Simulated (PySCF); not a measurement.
Excitations are Tamm–Dancoff values on a coarser integration grid. The basis has no diffuse functions, so Rydberg states are missing or too high.

Z-matrix (Å, degrees):
```
B
C 1 1.5702
H 2 1.0923 1 114.39
H 2 1.0926 3 109.40 1 -129.47
H 2 1.1001 3 106.13 4 -113.87
C 1 1.5705 2 119.69 3 -153.73
H 6 1.0919 1 114.46 2 -152.69
H 6 1.0924 7 109.33 1 -129.12
H 6 1.1000 7 106.20 8 -113.75
C 1 1.5707 2 119.61 3 24.13
H 10 1.0916 1 114.79 2 156.83
H 10 1.0929 11 109.28 1 128.73
H 10 1.0998 11 106.54 12 113.56
```
Charge 0, spin multiplicity 1.

Task: What is the computed HOMO, brightest of the four lowest singlets (TDA), LUMO, S1 oscillator strength, dipole moment, S1 excitation (TDA), T1 excitation (TDA) and total energy (ωB97X-D3(BJ)/def2-TZVP // B3LYP-D3(BJ)/def2-TZVP run with PySCF 2.14.0)?

Result: 
* **HOMO**: -11.02 eV
* **brightest of the four lowest singlets (TDA)**: 8.68 eV
* **LUMO**: 2.08 eV
* **S1 oscillator strength**: 0.001
* **dipole moment**: 0.08 D
* **S1 excitation (TDA)**: 6.76 eV
* **T1 excitation (TDA)**: 6.26 eV
* **total energy**: -144.7540 Ha
